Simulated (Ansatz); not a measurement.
`CC[B@-]1(C)[Br+][B@-](C)(CC)[Br+]1`, 26 atoms. Total charge 0; spin multiplicity 1. Correlated methods include outer-core shells of Br, which these sets cover unevenly. Scalar relativity is left out up to krypton. Hardware: A = 11 threads of an AMD EPYC 7R13 on a shared host; B = 11 threads of an AMD EPYC 7R13 on a shared host and a whole NVIDIA H100 80 GB. Correlated methods freeze the cores.

(1) Give the basis size and wall time and peak host memory of each of these runs in Ansatz. RKS ωB97M-V/def2-QZVPP energy [B]; RKS ωB97X-V/def2-TZVPP energy [B]; RKS PBE0-D4/def2-SVP energy [A]; RHF-MP2/def2-QZVPP energy [B]; RKS PBE-QIDH (frozen core)/def2-TZVPP energy [B]; RKS ωB97M-V/def2-SVP energy [A]; RKS PBE0-D4/def2-TZVP relaxation (7 steps) [B]; RKS ωB97M-V/def2-TZVPP energy and forces [B]; direct RPA on PBE orbitals/def2-TZVPP energy [B]; RHF-CCSD(T)/def2-TZVPP energy [B]; RKS PBE0-D4/def2-QZVPP energy [B]; RKS B3LYP-D4/def2-TZVPP energy and forces [B]. (An estimate is asked.)

Results:

(1) Ansatz gave: Other jobs shared the machine, so times are rough.

```csv
level,job,functions,wall time,peak host memory (GiB)
RKS PBE0-D4/def2-SVP,energy [A],256,3 s,1.6
RKS ωB97X-V/def2-TZVPP,energy [B],568,3.4 s,1.6
RKS B3LYP-D4/def2-TZVPP,energy and forces [B],568,3.8 s,1.6
RKS PBE-QIDH (frozen core)/def2-TZVPP,energy [B],568,4.4 s,3.5
RKS ωB97M-V/def2-TZVPP,energy and forces [B],568,4.7 s,1.6
direct RPA on PBE orbitals/def2-TZVPP,energy [B],568,6.5 s,3.5
RKS PBE0-D4/def2-QZVPP,energy [B],1114,7.5 s,1.8
RKS ωB97M-V/def2-SVP,energy [A],256,8.5 s,2.3
RKS ωB97M-V/def2-QZVPP,energy [B],1114,9 s,1.9
RHF-MP2/def2-QZVPP,energy [B],1114,11 s,1.9
RKS PBE0-D4/def2-TZVP,relaxation (7 steps) [B],440,13 s,1.3
RHF-CCSD(T)/def2-TZVPP,energy [B],568,68 s,1.6
```

B3LYP here is the variant with VWN-RPA as its local correlation; programs differ in this.
